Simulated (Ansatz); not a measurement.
Computed with Ansatz on PBE0-D4/def2-TZVP structures; ΔE is electronic, products minus reactants. CCSD(T)/CBS is the MP2 limit (def2-TZVPP, def2-QZVPP) plus CCSD(T) − MP2 in def2-TZVPP, frozen cores. This one scheme is used for every species. DFT in def2-TZVPP. For Ti outer-core shells are correlated without core-valence functions, which leaves a few kJ/mol of doubt a bond. Scalar relativity is left out up to krypton. Each species was taken in one conformer, which may not be the lowest.

Consider the ligand exchange at a Ti–Cl bond: `[F][Ti]([F])([SH])[Cl]` + H–F → `[F][Ti]([F])([F])[SH]` + HCl.

(1) Is it downhill or uphill in electronic energy at CCSD(T)/CBS, and by how much? (Best estimate.)

(2) What do these levels give: ωB97M-V, CAM-B3LYP, MP2/def2-SVP, HF/def2-TZVPP, CCSD/def2-TZVPP, HF/def2-QZVPP? (Best estimate.)

Largest T1 diagnostic among the species: 0.025, so the coupled-cluster value is less sure than usual.

Results:

(1) Computed: Downhill: ΔE = -9.2 kJ/mol.

(2) Ansatz gave: ωB97M-V -23.5, CAM-B3LYP -31.3, MP2/def2-SVP -27.3, HF/def2-TZVPP -28.5, CCSD/def2-TZVPP -22.4, HF/def2-QZVPP -29.0 kJ/mol.

At CCSD(T), def2-SVP lies −22.6 kJ/mol from the extrapolated value and def2-TZVPP −7.0 kJ/mol. In def2-TZVPP, CCSD(T) changes the Hartree–Fock value by +12.3 kJ/mol (the triples alone add +6.2 kJ/mol) and MP2 by +22.7 kJ/mol.
